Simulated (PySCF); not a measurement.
C2H8AsGa (SMILES [CH3][Ga]([CH3])[AsH2]), singlet, geometry from GFN2-xTB (such geometries of metal compounds can be far from the true shape); BHANDHLYP/STO-3G (PySCF).

Input for PySCF:
```python
from pyscf import gto, scf, dft

mol = gto.M(
    atom='''
Ga    0.411344   -0.567388    0.352852
C     2.183584   -1.248071   -0.444470
H     2.085090   -2.279472   -0.800044
H     2.988089   -1.241523    0.297806
H     2.505930   -0.633570   -1.292635
C    -0.318340   -1.525713    2.022935
H    -0.598253   -2.559395    1.791832
H    -1.207339   -1.022344    2.419574
H     0.427639   -1.567734    2.822820
As   -0.833630    1.287945   -0.699837
H    -2.069467    0.432963   -0.534637
H    -0.565032    0.600627   -2.019298
''',
    basis='sto-3g',
    charge=0,
    spin=0,
    verbose=4,
)

mf = dft.RKS(mol)
mf.xc = 'bhandhlyp'
mf.kernel()
```

Output, abridged:

```
PySCF version 2.14.0

[INPUT] verbose = 4
[INPUT] num. atoms = 12
[INPUT] num. electrons = 84
[INPUT] charge = 0
[INPUT] spin (= nelec alpha-beta = 2S) = 0
[INPUT] symmetry False subgroup None
[INPUT] Mole.unit = angstrom
[INPUT] Symbol           X                Y                Z      unit          X                Y                Z       unit  Magmom
[...]
nuclear repulsion = 498.835469567056
number of shells = 30
number of NR pGTOs = 162
number of NR cGTOs = 54
basis = sto-3g
ecp = {}

******** <class 'pyscf.dft.rks.RKS'> ********
method = RKS
initial guess = minao
damping factor = 0
level_shift factor = 0
DIIS = <class 'pyscf.scf.diis.CDIIS'>
diis_start_cycle = 1
diis_space = 8
diis_damp = 0
SCF conv_tol = 1e-09
SCF conv_tol_grad = None
SCF max_cycles = 50
direct_scf = True
direct_scf_tol = 1e-13
XC library pyscf.dft.libxc version 7.1.2
    S. Lehtola, C. Steigemann, M. J. T. Oliveira, and M. A. L. Marques,  SoftwareX 7, 1–5 (2018)
XC functionals = bhandhlyp
    A. D. Becke,  J. Chem. Phys. 98, 1372 (1993)
    Defined through Gaussian implementation.
radial grids:
    Treutler-Ahlrichs [JCP 102, 346 (1995); DOI:10.1063/1.469408] (M4) radial grids

becke partition: Becke, JCP 88, 2547 (1988); DOI:10.1063/1.454033
pruning grids: <function nwchem_prune>
grids dens level: 3
symmetrized grids: False
atomic radii adjust function: <function treutler_atomic_radii_adjust>
small_rho_cutoff = 0
Set gradient conv threshold to 3.16228e-05
Initial guess from minao.
tot grids = 148032
init E= -4187.63661969437
[...]
cycle= 1 E= -4192.71484019233  delta_E= -5.08  |g|= 0.653  |ddm|= 3.79
[...]
cycle= 2 E= -4187.29308593268  delta_E= 5.42  |g|= 5.18  |ddm|= 5.56
[...]
cycle= 3 E= -4192.94484959804  delta_E= -5.65  |g|= 0.179  |ddm|= 4.61
[...]
cycle= 4 E= -4192.95907916371  delta_E= -0.0142  |g|= 0.054  |ddm|= 0.407
[...]
cycle= 5 E= -4192.9602952261  delta_E= -0.00122  |g|= 0.00866  |ddm|= 0.106
[...]
cycle= 6 E= -4192.96037081843  delta_E= -7.56e-05  |g|= 0.00319  |ddm|= 0.0373
[...]
cycle= 7 E= -4192.9603948843  delta_E= -2.41e-05  |g|= 0.00258  |ddm|= 0.0178
[...]
cycle= 8 E= -4192.9604249337  delta_E= -3e-05  |g|= 0.00235  |ddm|= 0.0232
[...]
cycle= 9 E= -4192.96044764319  delta_E= -2.27e-05  |g|= 0.0025  |ddm|= 0.0168
[...]
cycle= 10 E= -4192.96037741483  delta_E= 7.02e-05  |g|= 0.0022  |ddm|= 0.0594
[...]
cycle= 11 E= -4192.96034494017  delta_E= 3.25e-05  |g|= 0.00155  |ddm|= 0.054
[...]
[...]
[...]
cycle= 23 E= -4192.96028363839  delta_E= 4.6e-06  |g|= 0.000794  |ddm|= 0.0132
[...]
cycle= 24 E= -4192.96028365894  delta_E= -2.06e-08  |g|= 0.000789  |ddm|= 0.000723
[...]
cycle= 25 E= -4192.96028053952  delta_E= 3.12e-06  |g|= 0.000777  |ddm|= 0.00658
[...]
cycle= 26 E= -4192.96026804264  delta_E= 1.25e-05  |g|= 0.000694  |ddm|= 0.0288
[...]
cycle= 27 E= -4192.96021498678  delta_E= 5.31e-05  |g|= 0.00495  |ddm|= 0.155
[...]
cycle= 28 E= -4192.96021566621  delta_E= -6.79e-07  |g|= 0.00502  |ddm|= 0.0105
[...]
cycle= 29 E= -4192.96021310824  delta_E= 2.56e-06  |g|= 0.00528  |ddm|= 0.0193
[...]
cycle= 30 E= -4192.9602028966  delta_E= 1.02e-05  |g|= 0.00663  |ddm|= 0.0244
[...]
cycle= 31 E= -4192.96022455801  delta_E= -2.17e-05  |g|= 0.00396  |ddm|= 0.0645
[...]
cycle= 32 E= -4192.96022709517  delta_E= -2.54e-06  |g|= 0.00366  |ddm|= 0.00722
[...]
cycle= 33 E= -4192.96024798257  delta_E= -2.09e-05  |g|= 0.00255  |ddm|= 0.0665
[...]
cycle= 34 E= -4192.9602419552  delta_E= 6.03e-06  |g|= 0.00201  |ddm|= 0.0241
[...]
cycle= 35 E= -4192.96021825712  delta_E= 2.37e-05  |g|= 0.00392  |ddm|= 0.113
[...]
cycle= 36 E= -4192.96021174533  delta_E= 6.51e-06  |g|= 0.0053  |ddm|= 0.00794
[...]
cycle= 37 E= -4192.96021395186  delta_E= -2.21e-06  |g|= 0.00478  |ddm|= 0.0207
[...]
cycle= 38 E= -4192.96021184905  delta_E= 2.1e-06  |g|= 0.0052  |ddm|= 0.00727
[...]
cycle= 39 E= -4192.9602208414  delta_E= -8.99e-06  |g|= 0.00385  |ddm|= 0.0594
[...]
cycle= 40 E= -4192.96022945177  delta_E= -8.61e-06  |g|= 0.00237  |ddm|= 0.0246
[...]
cycle= 41 E= -4192.96023300114  delta_E= -3.55e-06  |g|= 0.00114  |ddm|= 0.0131
[...]
cycle= 42 E= -4192.96023193116  delta_E= 1.07e-06  |g|= 0.00149  |ddm|= 0.00399
[...]
cycle= 43 E= -4192.96023291689  delta_E= -9.86e-07  |g|= 0.00156  |ddm|= 0.00595
[...]
cycle= 44 E= -4192.96022874031  delta_E= 4.18e-06  |g|= 0.00125  |ddm|= 0.0289
[...]
cycle= 45 E= -4192.96022500418  delta_E= 3.74e-06  |g|= 0.000857  |ddm|= 0.0575
[...]
cycle= 46 E= -4192.96022537886  delta_E= -3.75e-07  |g|= 9.64e-05  |ddm|= 0.00433
[...]
cycle= 47 E= -4192.96022518129  delta_E= 1.98e-07  |g|= 0.000439  |ddm|= 0.00409
[...]
cycle= 48 E= -4192.96022526985  delta_E= -8.86e-08  |g|= 0.000128  |ddm|= 0.00619
[...]
cycle= 49 E= -4192.96022525929  delta_E= 1.06e-08  |g|= 0.000133  |ddm|= 0.00523
[...]
cycle= 50 E= -4192.9602252628  delta_E= -3.51e-09  |g|= 2.31e-05  |ddm|= 0.00222
SCF not converged.
SCF energy = -4192.9602252628
```

Convergence was not reached.
